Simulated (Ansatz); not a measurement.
`C[SiH2]B(N)Cl` + HBr → `NB(Cl)Br` + `C[SiH3]` at 400 K and 1 bar (cleavage of the B–Si bond).

Calculated with Ansatz (gas phase, PBE0-D4/def2-TZVP geometries, no zero-point term in ΔE). CCSD(T)/CBS is the MP2 limit (def2-TZVPP, def2-QZVPP) plus CCSD(T) − MP2 in def2-TZVPP, frozen cores. This one scheme is used for every species. For Br outer-core shells are correlated without core-valence functions, which leaves a few kJ/mol of doubt a bond. Scalar relativity is left out up to krypton. One conformer a species, not always the lowest.

| species | CCSD(T)/CBS energy (Eh) | H − E (kJ/mol) | S (J/(mol·K)) |
| --- | --- | --- | --- |
| `C[SiH2]B(N)Cl` | -870.71707 | 264.8 | 406.4 |
| HBr | -2573.91920 | 27.6 | 207.2 |
| `NB(Cl)Br` | -3113.92934 | 111.2 | 334.4 |
| `C[SiH3]` | -330.73916 | 180.9 | 277.1 |

H − E and S are ideal-gas, rigid-rotor, harmonic terms from PBE0-D4/def2-TZVP, for one conformer and one mirror image of each species. 1 Eh = 2625.50 kJ/mol, R = 8.31446 J/(mol·K).

Question: By hand: ΔE, ΔH, ΔS and ΔG.

Answer: ΔE = (-3113.92934) + (-330.73916) − (-870.71707) − (-2573.91920) = -0.03223 Eh = -84.6 kJ/mol. Δ(H − E) = 111.2 + 180.9 − 264.8 − 27.6 = -0.3, so ΔH = -84.9 kJ/mol. ΔS = 334.4 + 277.1 − 406.4 − 207.2 = -2.1 J/(mol·K). ΔG = -84.9 − 400 × (-2.1)/1000 = -84.1 kJ/mol.

Question: By hand: the equilibrium constant, and the temperature at which ΔG would vanish if ΔH and ΔS stayed fixed.

Answer: log₁₀ K = −ΔG/(RT ln 10) = 11.0. ΔG = 0 at ΔH/ΔS = 40429 K, far beyond where these terms or the molecules hold.

The number of gas molecules stays the same, so ΔS is small and ΔH decides. A doubt of 5 kJ/mol in ΔE shifts log₁₀ K by 0.7 here. Other conformers and mirror images would add mixing entropy, several J/(mol·K) or more a flexible species. Modes under 60 cm⁻¹, often nearly free rotors, make the harmonic entropy too high. These are equilibria of isolated gas molecules and say nothing of rates. Largest T1 diagnostic: 0.012 (customary marks: 0.02 for closed shells, 0.045 for open ones).
